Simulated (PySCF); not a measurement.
## The third ionisation energy along group 12

Calculated with PySCF 2.14 from differences of total energies of unrestricted determinants, without spin-orbit coupling. Values in eV. The last column holds reference values (NIST; (s) semi-empirical, (t) theoretical, else measured). Unmarked ones compare directly (S terms, centres of terms, or small fine structure); those marked * lie between the lowest fine-structure levels and include a spin-orbit shift.

```json
{"element": "Zn (ANO-RCC-VTZP, spin-free X2C)", "configurations": "[Ar] 3d10 → [Ar] 3d9", "UHF": "36.991", "MP2 (valence and next inner shell)": "40.601", "SCS-MP2 (valence)": "39.679", "CCSD(T) (valence)": "39.509", "PBE": "40.195", "PBE0": "39.686", "reference": "39.723 *"}
{"element": "Cd (ANO-RCC-VTZP, spin-free X2C)", "configurations": "[Kr] 4d10 → [Kr] 4d9", "UHF": "35.932", "MP2 (valence and next inner shell)": "37.657", "SCS-MP2 (valence)": "37.468", "CCSD(T) (valence)": "37.484", "PBE": "37.782", "PBE0": "37.644", "reference": "37.468 ± 0.006 *"}
{"element": "Hg (ANO-RCC-VTZP, spin-free X2C)", "configurations": "[Xe] 4f14 5d10 → [Xe] 4f14 5d9", "UHF": "33.509", "MP2 (valence and next inner shell)": "35.245", "SCS-MP2 (valence)": "35.095", "CCSD(T) (valence)": "35.062", "PBE": "35.253", "PBE0": "35.137", "reference": "34.49 ± 0.05 *"}
```

"Valence" correlates the outer s and p shells and, in groups 3 to 12 and the f block, the outer d or f shell, open or full, or the next shell where the ion has no valence electron left; the wider scheme adds the next inner shell.
